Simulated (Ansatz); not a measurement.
Calculated with Ansatz (gas phase, PBE0-D4/def2-TZVP geometries, no zero-point term in ΔE). CCSD(T)/CBS is the MP2 limit (def2-TZVPP, def2-QZVPP) plus CCSD(T) − MP2 in def2-TZVPP, frozen cores. This one scheme is used for every species. Functionals use def2-TZVPP. HSE06 is defined as in plane-wave codes. Each species was taken in one conformer, which may not be the lowest.

Consider the formal exchange of groups at the Al–Cl bond: `[Cl][Al]1[CH2][CH2]1` + `F[CH2][AlH][SiH3]` → `[SiH3][AlH][Al]1[CH2][CH2]1` + `FCCl`.

```
           level  ΔE (kJ/mol)
         BLYP-D4        139.3
        HSE06-D4        131.2
          r2SCAN        138.7
CCSD(T)/def2-SVP        145.7
```

**Question.** What does CCSD(T)/CBS give? (Best estimate.)

**Answer.** The calculation gave: +152.4 kJ/mol. The listed levels differ from it by -13.1, -21.2, -13.7, -6.7 kJ/mol.

Largest T1 diagnostic among the species: 0.017.

In def2-TZVPP, CCSD(T) changes the Hartree–Fock value by −23.7 kJ/mol (the triples alone add −6.7 kJ/mol) and MP2 by −11.9 kJ/mol. From BLYP to BHLYP (50 % exact exchange), in def2-TZVPP and without D4, ΔE moves by +22.6 kJ/mol. At CCSD(T), def2-SVP lies −6.7 kJ/mol from the extrapolated value and def2-TZVPP −5.7 kJ/mol.
